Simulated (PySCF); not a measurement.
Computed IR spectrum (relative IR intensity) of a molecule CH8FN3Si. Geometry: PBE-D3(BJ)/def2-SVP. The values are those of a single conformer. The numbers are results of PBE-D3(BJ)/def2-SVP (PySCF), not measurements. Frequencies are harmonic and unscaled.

Lines under 2 % of the strongest are left out, and lines within 2 cm⁻¹ are merged.

```csv
ν (cm⁻¹),relative intensity
183,3.2
248,4.2
279,2.5
302,3.4
386,47
391,45
419,100
463,75
746,6.2
838,49
893,63
918,77
1012,36
1395,2.1
1479,20
1485,29
1494,15
2938,13
2998,13
3480,11
3489,5.4
3575,6.0
3585,9.9
3590,6.9
```

### Question
Identify the compound among the candidates.
A. CN[Si](N)(N)F
B. N[Si](N)(N)CF
C. NC[Si](N)(N)F

### Answer
B, N[Si](N)(N)CF
